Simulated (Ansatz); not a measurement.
The cluster Al₃Ni was relaxed with r2SCAN-D4 (def2-SVP) in Ansatz in these states: neutral doublet, neutral quartet. The geometries follow in no particular order.

A:

```xyz
4

Ni   -0.9015    0.9412   -0.0005
Al    1.4141    0.5343   -0.1232
Al   -0.1632   -0.6477    1.5222
Al   -0.3494   -0.8278   -1.3985
```

B:

```xyz
4

Ni   -0.837   -0.855   -0.101
Al    0.227    0.514   -1.483
Al   -0.647    1.081    0.963
Al    1.258   -0.741    0.621
```

Judge from the bond lengths which geometry belongs to which state (an estimate).

A is the neutral quartet (Al3–Al4 2.932 Å, Ni1–Al2 2.354 Å, Ni1–Al3 2.321 Å); B is the neutral doublet (Al3–Al4 2.658 Å, Ni1–Al2 2.217 Å, Ni1–Al3 2.217 Å).
